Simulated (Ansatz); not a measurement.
Reaction (cleavage of the Si–Si bond): `FB[SiH2][SiH3]` + `C=C[SiH](C)O` → `C=C[SiH](C)O[SiH3]` + `FB[SiH3]`

Gas-phase electronic energies from Ansatz, PBE0-D4/def2-TZVP geometries. CCSD(T)/CBS adds triple-zeta CCSD(T) − MP2 to the extrapolated MP2 energy (def2 sets, frozen cores). DFT in def2-TZVPP. HSE06 is defined as in plane-wave codes. One conformer a species, not always the lowest.

`FB[SiH2][SiH3]`:

Z-matrix (Å, degrees):
```
Si
B 1 2.027
Si 1 2.347 2 107.7
H 1 1.490 2 110.2 3 117.4
H 1 1.489 2 112.9 3 -120.2
F 2 1.322 1 120.3 3 95.1
H 2 1.203 1 123.3 3 -82.0
H 3 1.487 1 110.0 2 -62.2
H 3 1.488 1 110.0 2 57.4
H 3 1.487 1 110.7 2 177.5
```

`C=C[SiH](C)O`:

```xyz
13

C     0.542   -0.828    2.030
C    -0.181   -0.922    0.917
Si    0.334   -0.155   -0.699
C    -1.097    0.800   -1.421
O     1.671    0.792   -0.485
H     0.227   -1.272    2.971
H     1.496   -0.306    2.043
H    -1.124   -1.468    0.966
H     0.768   -1.207   -1.655
H    -1.950    0.138   -1.594
H    -0.823    1.252   -2.377
H    -1.428    1.595   -0.746
H     1.566    1.581    0.049
```

`C=C[SiH](C)O[SiH3]`:

Cartesian coordinates in Å:
```
C 0.908 -1.207 -1.778
C 1.424 -0.245 -1.018
Si 0.484 0.600 0.342
C 1.267 0.297 2.000
O -1.052 0.022 0.367
Si -2.549 0.201 -0.257
H -0.112 -1.556 -1.641
H 1.476 -1.692 -2.568
H 2.454 0.058 -1.207
H 0.442 2.066 0.066
H 1.275 -0.770 2.232
H 2.300 0.655 2.009
H 0.722 0.819 2.790
H -2.696 1.537 -0.895
H -2.797 -0.850 -1.278
H -3.547 0.064 0.834
```

`FB[SiH3]`:

```xyz
7

F     1.668   -1.262   -0.650
B     1.113   -0.084   -0.423
Si   -0.786    0.061    0.292
H     1.798    0.877   -0.658
H    -1.580    0.936   -0.615
H    -0.739    0.722    1.627
H    -1.473   -1.251    0.427
```

```csv
level,ΔE (eV)
PBE-D4,-0.75
HSE06-D4,-0.84
revPBE,-0.70
r2SCAN,-0.93
```

What does CCSD(T)/CBS give? (Best estimate.)

Ansatz gave: -1.04 eV. The listed levels differ from it by 0.29, 0.20, 0.34, 0.11 eV.

Largest T1 diagnostic among the species: 0.015.

From PBE to PBE0 (25 % exact exchange), in def2-TZVPP and without D4, ΔE moves by −0.10 eV. In def2-TZVPP, CCSD(T) changes the Hartree–Fock value by +0.29 eV (the triples alone add +0.04 eV) and MP2 by +0.23 eV.
